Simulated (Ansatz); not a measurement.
Cost and result for the atomization energy of AlBH₅NSiZn (`[NH2][Al]1[SiH2][B]1[ZnH]`) (10 atoms, 10 bonds).

| atom | x (Å) | y (Å) | z (Å) |
| --- | --- | --- | --- |
| N1 | 0.770 | -0.836 | -2.470 |
| Al2 | 0.454 | -0.111 | -0.898 |
| Si3 | -1.358 | -0.540 | 1.163 |
| B4 | 0.036 | 0.637 | 0.868 |
| Zn5 | 0.889 | 2.080 | 1.966 |
| H6 | 1.336 | -1.656 | -2.625 |
| H7 | 0.362 | -0.531 | -3.340 |
| H8 | -1.802 | -1.568 | 0.165 |
| H9 | -2.243 | -0.678 | 2.356 |
| H10 | 1.555 | 3.202 | 2.815 |

The species carries charge 0 and has multiplicity 1. For Zn the d shell is correlated and the shells below it are frozen. Scalar relativity is left out up to krypton. The geometry is a stationary point of PBE0-D4/def2-TZVP. It is one conformer, not always the lowest. Program: Ansatz. All runs use 4 threads of an Intel Xeon Platinum 8175M on a shared host. Times are those of one run each, without the atoms' runs, and a repeat can differ threefold. Electronic energies, without spin–orbit coupling; frozen cores. CCSD(T)/CBS adds CCSD(T) − MP2 in def2-TZVPP to the MP2 limit, and its time is that of the two runs behind it. T1 = 0.015. With those shells the extrapolation isn't a true limit. B3LYP takes the VWN-RPA correlation (the form of Gaussian; ORCA's B3LYP/G). HSE06 is the plane-wave form, built on full-range PBE exchange.

CCSD(T)/CBS is a level of theory with its own doubt, some kJ/mol a heavy atom from the limit and from the frozen cores, so smaller differences don't rank the functionals.

```tsv
level	functions	wall time	atomization (kcal/mol)	difference from CCSD(T)/CBS	per bond
HSE06-D4/def2-TZVPP	280	5 s	659.9	4.2	0.4
CCSD(T)/def2-SVP	120	5.5 s	609.3	-46.4	-4.6
r2SCAN-D4/def2-TZVPP (with forces)	280	6 s	667.9	12.2	1.2
CAM-B3LYP-D4/def2-TZVPP	280	6 s	656.2	0.5	0.0
r2SCANh-D4/def2-TZVPP	280	7 s	662.8	7.1	0.7
B3LYP-D4/def2-TZVPP (with forces)	280	7.5 s	653.8	-1.9	-0.2
B2PLYP/def2-TZVPP	280	8 s	647.3	-8.4	-0.8
PBE-QIDH/def2-TZVPP	280	8.5 s	655.7	0.0	0.0
ωB97X-V/def2-TZVPP	280	11 s	662.1	6.4	0.6
ωB97M-V/def2-TZVPP (with forces)	280	15 s	660.4	4.7	0.5
MP2/def2-QZVPP	504	37 s	661.4	5.7	0.6
CCSD(T)/def2-TZVPP	280	2.5 min	636.5	-19.2	-1.9
CCSD(T)/CBS(def2)	–	3.1 min	655.7	0.0	0.0
```

Leaving LDA and LC-ωPBE aside and taking each functional with its dispersion term where it has one, the values, not all of them listed here, spread over 34.0 kcal/mol, from BHLYP-D4 to PBE-D4. LDA lies +93.6 kcal/mol from PBE without D4, its usual overbinding. The D4 term adds +9.2 kcal/mol with B3LYP and +4.8 kcal/mol with PBE0; it sums over pairs of atoms, weighted by their polarisabilities, and B3LYP, whose exchange is more repulsive, gets the larger term. In def2-TZVPP, CCSD(T) changes the Hartree–Fock value by +185.9 kcal/mol (the triples alone add +14.7 kcal/mol) and MP2 by +199.2 kcal/mol; breaking electron pairs costs correlation energy, which Hartree–Fock lacks.
